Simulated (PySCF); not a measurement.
# Static response to an electric field

Species: C12H10S.
Structure used (PBE0-D3(BJ)/def2-SVP), in Å, numbered top down from 1:
```
atom  x, y, z in Å
C1    -3.959   -0.831    0.790
C2    -2.755   -1.157    1.417
C3    -1.622   -0.373    1.222
C4    -1.681    0.737    0.369
S5    -0.293    1.815    0.133
C6     1.049    0.683   -0.113
C7     2.295    1.017    0.429
C8     3.399    0.200    0.196
C9     3.266   -0.965   -0.557
C10    2.020   -1.302   -1.090
C11    0.917   -0.480   -0.882
C12   -2.885    1.060   -0.265
C13   -4.021    0.283   -0.045
H14   -4.847   -1.446    0.953
H15   -2.700   -2.026    2.078
H16   -0.685   -0.620    1.725
H17    2.390    1.917    1.041
H18    4.368    0.470    0.622
H19    4.129   -1.611   -0.729
H20    1.908   -2.211   -1.686
H21   -0.053   -0.738   -1.313
H22   -2.921    1.918   -0.940
H23   -4.958    0.544   -0.544
```

Level: PBE0/def2-SVPD (PySCF), static field, nuclei fixed, core orbitals frozen in the response. The polarisability tensor in these axes (au):

```
x   226.95  -0.45  -0.57
y    -0.45 146.33  -0.29
z    -0.57  -0.29 113.32
```

Give the principal values, the mean and the anisotropy Δα = √{½[(α1 − α2)² + (α2 − α3)² + (α1 − α3)²]}.

Principal values 113.31, 146.33 and 226.96 au; mean 162.20 au = 24.04 Å³ = 26.74 × 10⁻⁴⁰ C²·m²/J; Δα = 101.26 au (62 % of the mean).

What is the dipole moment, and where does it point?

(-0.12, -1.55, 0.01) D, 1.56 D in size, pointing from the negative to the positive side. Measured along this direction, the outermost atoms are H17 at the negative end and H15 at the positive end.

Refractivity n − 1 of an ideal gas of it at 298.15 K and 1 atm, from the electronic α?

N = p/kT = 2.4615 × 10¹⁹ cm⁻³, so n − 1 = 2π × N × 24.04 × 10⁻²⁴ cm³ = 3717 × 10⁻⁶ at long wavelengths.

Along which axes do the principal values lie, and how far do the nuclei extend along each?

Largest value along (1.00, -0.01, -0.01), where the nuclei span 9.32 Å; middle along (0.01, 1.00, -0.01), 4.11 Å; least along (0.01, 0.01, 1.00), 3.74 Å. The response follows the extents in order.

What molar refraction does this α imply?

Lorentz–Lorenz: R = (4π/3)N_A α = 2.5225 cm³/(mol·Å³) × 24.04 Å³ = 60.6 cm³/mol, in the limit of long wavelengths.

What depolarisation ratio follows for Rayleigh scattering of linearly polarised light, taking the static tensor?

ρ = 3Δα²/(45ᾱ² + 4Δα²) = 30758.9/(1183900 + 41011.8) = 0.0251.

Orientational against electronic polarisability at 298 K (dilute gas, rigid molecules)?

In Gaussian units μ²/3kT = 19.61 Å³ against 24.04 Å³, a ratio of 0.82; the Debye molar polarisation (4π/3)N_A(α + μ²/3kT) is 110.1 cm³/mol, leaving out the vibrational part.

Geometry: PBE0-D3(BJ)/def2-SVP, one conformer, isolated molecule.

The run behind these numbers computed excited states as well. Hardware: an Intel Xeon Platinum 8488C with 2 threads, on a shared host. Cost: 94 s wall, 3.4 min CPU, 2.0 GiB resident at most.
